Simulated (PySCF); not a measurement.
The complex [CoF6]4- (charge -4) contains Co(II), shell d7. The structure is a PBE0-D3(BJ)/def2-SVP, IEF-PCM water geometry optimised for multiplicity 4; coordination octahedral, point group D4h, metal–donor distances 2.06–2.20 Å.

```
7

Co    0.000    0.000    0.000
F     2.064    0.000    0.000
F    -2.064    0.000    0.000
F     0.000    2.064    0.000
F     0.000   -2.064    0.000
F     0.000    0.000    2.197
F     0.000    0.000   -2.197
```

Method (PySCF 2.14, density fitting): CASSCF(7,5) with orbitals averaged over all microstates of the shell, strongly contracted NEVPT2 on the averaged canonical orbitals; basis x2c-TZVPall; spin-free X2C; IEF-PCM water; spin-orbit coupling by state interaction with the mean-field operator over all roots.

Question: Which term lies lowest, and with what spin?

Answer: 4A2g (from 4T1g) (S = 3/2, orbital degeneracy 1), with 4.9 electrons in the lower (t2g-type) set and 2.1 in the upper (eg-type) set, by NEVPT2.

Question: List the excited states of the same spin.

Answer: By NEVPT2: 4Eg (from 4T1g) at 356 cm⁻¹; 4B2g (from 4T2g) at 5084 cm⁻¹; 4Eg (from 4T2g) at 6350 cm⁻¹ (1575 nm); 4B1g (from 4A2g) at 12636 cm⁻¹ (791 nm); 4Eg (from 4T1g) at 19742 cm⁻¹ (507 nm); 4A2g (from 4T1g) at 22159 cm⁻¹ (451 nm). All are electric-dipole forbidden at this geometry.

Question: Which is the lowest state of another spin?

Answer: 2A1g (from 2Eg) at 12955 cm⁻¹ by NEVPT2; CASSCF alone puts it at 15972 cm⁻¹ above the same ground state.

Question: Give the fitted ligand-field and repulsion parameters.

Answer: At CASSCF level (the NEVPT2 levels don't fit a ligand-field model well): orbital energies 0, 0, 681, 4308, 6666 cm⁻¹; 10Dq = 5260 cm⁻¹ (difference of the means of the two sets); B = 1224 cm⁻¹; C = 4526 cm⁻¹; B over its free-ion value at the same level 0.979; rms of the fit 80 cm⁻¹; ζ = 520 cm⁻¹ (free ion 526).

Question: What magnetic behaviour follows?

Answer: Degenerate or low-lying orbital states mix with the ground state, so no spin-only Hamiltonian applies. The lowest spin-orbit level is 2-fold, effective g = 2.46, 5.44, 5.44; the next lies at 253.1 cm⁻¹. μeff is 5.40 μB at 300 K and 4.14 μB at 10 K; the spin-only value is 3.88 μB.

NEVPT2 lifts 4B2g (from 4T2g) from 4055 to 5084 cm⁻¹; on the d shell alone it tends to overshoot states that fill the eg-type orbitals. Gaps between spin states lean to high spin in this active space.

The job took 32 s on one thread of Arm Neoverse V2 (shared host), with 234 basis functions and a peak of 0.75 GiB, launched as `OMP_NUM_THREADS=1 python lf_run.py task.json out`.
